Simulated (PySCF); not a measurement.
HI, charge +1, doublet, geometry from GFN2-xTB of the parent state (a state made from the parent by changing its charge; the spin is typed, not shown lowest) (core potentials on I); BLYP/def2-TZVP in PySCF.

Here is a job for PySCF.
```python
from pyscf import gto, scf, dft

mol = gto.M(
    atom='''
I    -0.000000   -0.000000   -0.029099
H     0.000000    0.000000    1.542226
''',
    basis='def2-tzvp',
    ecp={'I': 'def2-tzvp'},
    charge=1,
    spin=1,
    verbose=4,
)

mf = dft.ROKS(mol)
mf.xc = 'blyp'
mf.kernel()
mf.analyze()
```

Output, abridged:

```
PySCF version 2.14.0

[INPUT] verbose = 4
[INPUT] num. atoms = 2
[INPUT] num. electrons = 25
[INPUT] charge = 1
[INPUT] spin (= nelec alpha-beta = 2S) = 1
[INPUT] symmetry False subgroup None
[INPUT] Mole.unit = angstrom
[INPUT] Symbol           X                Y                Z      unit          X                Y                Z       unit  Magmom
[...]
nuclear repulsion = 8.41928326285142
number of shells = 20
number of NR pGTOs = 103
number of NR cGTOs = 56
basis = def2-tzvp
ecp = {'I': 'def2-tzvp'}

******** <class 'pyscf.dft.roks.ROKS'> ********
method = ROKS
initial guess = minao
damping factor = 0
level_shift factor = 0
DIIS = <class 'pyscf.scf.diis.CDIIS'>
diis_start_cycle = 1
diis_space = 8
diis_damp = 0
SCF conv_tol = 1e-09
SCF conv_tol_grad = None
SCF max_cycles = 50
direct_scf = True
direct_scf_tol = 1e-13
num. doubly occ = 12  num. singly occ = 1
XC library pyscf.dft.libxc version 7.1.2
    S. Lehtola, C. Steigemann, M. J. T. Oliveira, and M. A. L. Marques,  SoftwareX 7, 1–5 (2018)
XC functionals = blyp
    A. D. Becke,  Phys. Rev. A 38, 3098 (1988)
    C. Lee, W. Yang, and R. G. Parr,  Phys. Rev. B 37, 785 (1988)
    B. Miehlich, A. Savin, H. Stoll, and H. Preuss,  Chem. Phys. Lett. 157, 200 (1989)
radial grids:
    Treutler-Ahlrichs [JCP 102, 346 (1995); DOI:10.1063/1.469408] (M4) radial grids

becke partition: Becke, JCP 88, 2547 (1988); DOI:10.1063/1.454033
pruning grids: <function nwchem_prune>
grids dens level: 3
symmetrized grids: False
atomic radii adjust function: <function treutler_atomic_radii_adjust>
small_rho_cutoff = 0
Set gradient conv threshold to 3.16228e-05
tot grids = 31768
init E= -256.332024769334
[...]
cycle= 1 E= -296.366784373138  delta_E=  -40  |g|=  3.3  |ddm|= 13.2
[...]
cycle= 2 E= -296.357077774305  delta_E= 0.00971  |g|= 3.44  |ddm|= 6.08
[...]
cycle= 3 E= -297.84209703766  delta_E= -1.49  |g|= 0.319  |ddm|=  2.8
[...]
cycle= 4 E= -297.833169849818  delta_E= 0.00893  |g|= 0.393  |ddm|= 1.23
[...]
cycle= 5 E= -297.863023815376  delta_E= -0.0299  |g|= 0.0846  |ddm|= 1.19
[...]
cycle= 6 E= -297.860885425566  delta_E= 0.00214  |g|= 0.121  |ddm|= 1.17
[...]
cycle= 7 E= -297.862208720462  delta_E= -0.00132  |g|= 0.0998  |ddm|= 0.0209
[...]
cycle= 8 E= -297.862834029654  delta_E= -0.000625  |g|= 0.0881  |ddm|= 1.17
[...]
cycle= 9 E= -297.862745947254  delta_E= 8.81e-05  |g|= 0.09  |ddm|= 0.00383
[...]
cycle= 10 E= -297.862695885557  delta_E= 5.01e-05  |g|= 0.0909  |ddm|= 0.0117
[...]
cycle= 11 E= -297.862485812403  delta_E= 0.00021  |g|= 0.0947  |ddm|= 0.136
[...]
cycle= 12 E= -297.862480835311  delta_E= 4.98e-06  |g|= 0.0949  |ddm|= 0.119
[...]
cycle= 13 E= -297.860081944481  delta_E= 0.0024  |g|= 0.132  |ddm|= 1.18
[...]
cycle= 14 E= -297.860641288692  delta_E= -0.000559  |g|= 0.124  |ddm|= 0.00738
[...]
cycle= 15 E= -297.862588196225  delta_E= -0.00195  |g|= 0.0929  |ddm|= 0.0336
[...]
cycle= 16 E= -297.861543154291  delta_E= 0.00105  |g|= 0.111  |ddm|= 1.18
[...]
cycle= 17 E= -297.859821244114  delta_E= 0.00172  |g|= 0.135  |ddm|= 0.0222
[...]
cycle= 18 E= -297.859212453423  delta_E= 0.000609  |g|= 0.143  |ddm|= 0.00689
[...]
cycle= 19 E= -297.862097728285  delta_E= -0.00289  |g|= 0.102  |ddm|= 0.0379
[...]
cycle= 20 E= -297.856898642036  delta_E= 0.0052  |g|= 0.169  |ddm|= 1.19
[...]
cycle= 21 E= -297.856027966484  delta_E= 0.000871  |g|= 0.177  |ddm|= 0.0081
[...]
cycle= 22 E= -297.856324851234  delta_E= -0.000297  |g|= 0.174  |ddm|= 0.00284
[...]
cycle= 23 E= -297.856378191368  delta_E= -5.33e-05  |g|= 0.174  |ddm|= 0.000528
[...]
cycle= 24 E= -297.85525988856  delta_E= 0.00112  |g|= 0.185  |ddm|= 0.00994
[...]
cycle= 25 E= -297.849502638356  delta_E= 0.00576  |g|= 0.233  |ddm|= 0.0435
[...]
cycle= 26 E= -297.862836673615  delta_E= -0.0133  |g|= 0.0882  |ddm|= 0.153
[...]
cycle= 27 E= -297.856931990729  delta_E= 0.0059  |g|= 0.168  |ddm|= 1.18
[...]
cycle= 28 E= -297.857146680152  delta_E= -0.000215  |g|= 0.166  |ddm|= 0.00207
[...]
cycle= 29 E= -297.862199885261  delta_E= -0.00505  |g|=  0.1  |ddm|= 0.0602
[...]
cycle= 30 E= -297.862722801833  delta_E= -0.000523  |g|= 0.0904  |ddm|= 1.17
[...]
cycle= 31 E= -297.861907266876  delta_E= 0.000816  |g|= 0.105  |ddm|= 0.048
[...]
cycle= 32 E= -297.862507855845  delta_E= -0.000601  |g|= 0.0944  |ddm|= 0.0267
[...]
cycle= 33 E= -297.862479125886  delta_E= 2.87e-05  |g|= 0.0949  |ddm|= 0.118
[...]
cycle= 34 E= -297.863023288451  delta_E= -0.000544  |g|= 0.0838  |ddm|= 0.172
[...]
cycle= 35 E= -297.862257626658  delta_E= 0.000766  |g|= 0.0989  |ddm|= 0.221
[...]
cycle= 36 E= -297.862274727057  delta_E= -1.71e-05  |g|= 0.0986  |ddm|= 0.00162
[...]
cycle= 37 E= -297.857771962205  delta_E= 0.0045  |g|= 0.159  |ddm|= 1.18
[...]
cycle= 38 E= -297.857530790981  delta_E= 0.000241  |g|= 0.162  |ddm|= 0.00241
[...]
cycle= 39 E= -297.860407750708  delta_E= -0.00288  |g|= 0.127  |ddm|= 0.0316
[...]
cycle= 40 E= -297.860604363296  delta_E= -0.000197  |g|= 0.124  |ddm|= 1.18
[...]
cycle= 41 E= -297.859572031806  delta_E= 0.00103  |g|= 0.138  |ddm|= 0.081
[...]
cycle= 42 E= -297.861233615094  delta_E= -0.00166  |g|= 0.116  |ddm|= 0.0418
[...]
cycle= 43 E= -297.862399364609  delta_E= -0.00117  |g|= 0.0964  |ddm|= 0.0175
[...]
cycle= 44 E= -297.861550881378  delta_E= 0.000848  |g|= 0.111  |ddm|= 0.0291
[...]
cycle= 45 E= -297.856992986357  delta_E= 0.00456  |g|= 0.168  |ddm|= 0.0515
[...]
cycle= 46 E= -297.861741399524  delta_E= -0.00475  |g|= 0.108  |ddm|= 1.19
[...]
cycle= 47 E= -297.858833227281  delta_E= 0.00291  |g|= 0.147  |ddm|= 0.0384
[...]
cycle= 48 E= -297.861946523599  delta_E= -0.00311  |g|= 0.104  |ddm|= 0.039
[...]
cycle= 49 E= -297.857656865237  delta_E= 0.00429  |g|= 0.161  |ddm|= 1.19
[...]
cycle= 50 E= -297.853877684038  delta_E= 0.00378  |g|= 0.197  |ddm|= 0.0333
SCF not converged.
SCF energy = -297.853877684038
**** SCF Summaries ****
Total Energy =                        -297.853877684037684
Nuclear Repulsion Energy =               8.419283262851415
One-electron Energy =                 -526.632864054352012
Two-electron Energy =                  220.359703107462877
Two-electron Coulomb Energy =          242.614513852039863
DFT Exchange-Correlation Energy =      -22.254810744576975
HOMO-LUMO gap [eV] =                     5.860350571347707
**** MO energy ****
                Roothaan           | alpha              | beta
[...]
WARN: Weak orthogonality for localized orbitals 1.102698223250562e-09

WARN: System has nonzero charge 1; the dipole moment is origin-dependent.
Location of origin: [0. 0. 0.]

Dipole moment(X, Y, Z, Debye): -0.00000, -0.00000,  0.88670
```

Convergence was not reached.
